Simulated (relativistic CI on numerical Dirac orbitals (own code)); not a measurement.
Radial parameters of Cr XXI

Calculated at this level of theory: Dirac-Coulomb-Breit CI, orbitals from a KLI potential per configuration, model QED (radiative potential, 1s self-energy scaled to tabulated hydrogen-like ionisation energies), unscaled Slater integrals (own radial code, finite nucleus).

Slater integrals F^k, G^k are unscaled and averaged over j, outside the closed core 1s2; ζ comes from projecting the Hamiltonian with its Breit term on Σ l·s of the shell.

- 2s 2p: G^1(2s,2p) = 448180, ζ(2p) = 58394 cm⁻¹; <r>(2s) = 0.2641, <r^2>(2s) = 0.0816, <r>(2p) = 0.2265, <r^2>(2p) = 0.0619 (bohr units).
- 2p2: F^2(2p,2p) = 421350, ζ(2p) = 57770 cm⁻¹; <r>(2p) = 0.2272, <r^2>(2p) = 0.06226 (bohr units).
- 2p 3s: ζ(2p) = 60017, G^1(2p,3s) = 44886 cm⁻¹; <r>(2p) = 0.2248, <r^2>(2p) = 0.06097, <r>(3s) = 0.6116, <r^2>(3s) = 0.4248 (bohr units).

Averages of the first 10 configurations, taken without configuration mixing, which lowers the lowest level and can move excited configurations by several eV; other configurations of the list can lie among them:

| Configuration | Parity | States | Average energy above the lowest level (eV) |
| --- | --- | --- | --- |
| 2s2 | even | 1 | 7.1 |
| 2s 2p | odd | 12 | 56.0 |
| 2p2 | even | 15 | 123.0 |
| 2p 3s | odd | 12 | 984.7 |
| 2p 3p | even | 36 | 1002.1 |
| 2s 3s | even | 4 | 930.0 |
| 2s 3p | odd | 12 | 948.9 |
| 2s 3d | even | 20 | 961.5 |
| 2s 4s | even | 4 | 1244.0 |
| 2s 4p | odd | 12 | 1251.7 |
